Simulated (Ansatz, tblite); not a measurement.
Isomers of Ti$_{2}$O$_{4}$⁻ (doublet), found by a short tight-binding search and relaxed with PBE-D4/def2-SVPD in Ansatz.

The xTB rows come from tblite. Correlated methods freeze 14 core orbitals; core or outer-core shells of Ti are correlated, in sets that lack core-valence functions.

Run but left out: HF/def2-TZVPD, r2SCAN-D4/def2-TZVPD, PBE-QIDH/def2-TZVPD, MP2/def2-TZVPD (B: ⟨S²⟩ 1.19 to 1.39, where a pure state has 0.75); HF/def2-TZVPD, r2SCAN-D4/def2-TZVPD, PBE0-D4/def2-TZVPD, PBE-QIDH/def2-TZVPD, MP2/def2-TZVPD (D: ⟨S²⟩ 1.17 to 1.70, where a pure state has 0.75).

B: At PBE-D4/def2-TZVPD, RPA@PBE/def2-TZVPD the charge -1 doublet is spin-contaminated (final ⟨S²⟩ up to 1.01, 0.75 for a pure state). It holds 1 O–O bond. C: At PBE-D4/def2-TZVPD the highest occupied level of the charge -1 doublet lies above zero (up to 0.28 eV). It is a level of α spin, whose loss leaves a singlet; that state wasn't run at this geometry and level. The electron is either unbound and held by the finite basis, or the level is raised by self-interaction error. D: At PBE-D4/def2-TZVPD, RPA@PBE/def2-TZVPD the charge -1 doublet is spin-contaminated (final ⟨S²⟩ up to 0.90, 0.75 for a pure state). At PBE-D4/def2-TZVPD the highest occupied level of the charge -1 doublet lies above zero (up to 0.24 eV). It is a level of α spin, whose loss leaves a singlet; that state wasn't run at this geometry and level. The electron is either unbound and held by the finite basis, or the level is raised by self-interaction error. It holds 1 O–O bond.

Other spin states weren't relaxed.

A:

```xyz
6

Ti    0.084    1.374    0.199
Ti    0.300   -1.283    0.445
O    -0.538    2.571   -0.784
O     1.244    0.060   -0.451
O    -0.105   -2.723   -0.294
O    -0.984    0.002    0.886
```

B:

Cartesian coordinates in Å:
```
Ti -0.0576 -0.3831 0.4040
Ti -0.2884 1.0119 -3.0078
O -0.0774 0.7811 1.8697
O 1.2660 0.2440 1.5694
O -0.6222 -1.9262 0.6420
O -0.2204 0.2724 -1.4773
```

C:

```xyz
6

Ti    0.1856    0.7478   -1.1113
Ti   -0.1857   -0.7475    1.1109
O     1.4834    1.1727   -2.0776
O     0.2057    1.0408    0.7344
O    -0.2068   -1.0402   -0.7349
O    -1.4821   -1.1737    2.0786
```

D:

```xyz
6

Ti    0.833   -0.279    0.380
Ti   -0.558    1.070   -1.700
O     0.385   -0.300    2.179
O     1.509   -1.202    1.877
O    -2.170    1.332   -1.495
O     0.002   -0.622   -1.243
```

Task: Estimate which lies lowest at each level, and how far above it the others are (kJ/mol).

Result: 
```tsv
level	A	B	C	D
GFN1-xTB	5.3	381.8	0.0	248.3
GFN2-xTB	35.0	400.7	0.0	281.1
PBE-D4/def2-TZVPD	1.8	555.8	0.0	525.6
RPA@PBE/def2-TZVPD	2.7	513.6	0.0	515.6
```
Point groups (tolerance 0.1 Å): A C2v, B Cs, C C2h, D not assigned. A and C have the same bonds, so they are conformers or stereoisomers. Lower isomers may exist.
